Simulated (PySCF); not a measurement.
A structure optimised at PBE-D3(BJ)/def2-SVP, used in a PySCF frequency run:

```
Sb
O 1 2.0227
H 2 0.9804 1 106.69
Te 1 2.8205 2 94.63 3 -96.01
H 4 1.6844 1 90.40 2 -167.68
Te 1 2.8367 2 96.64 3 4.60
H 6 1.6806 1 90.96 2 -82.06
```

Q: Write its SMILES and formula.

A: [OH][Sb]([TeH])[TeH], H3OSbTe2

Q: What are its rotational constants (standard atomic weights)?

A: 1.3167, 0.39967, 0.33075 GHz
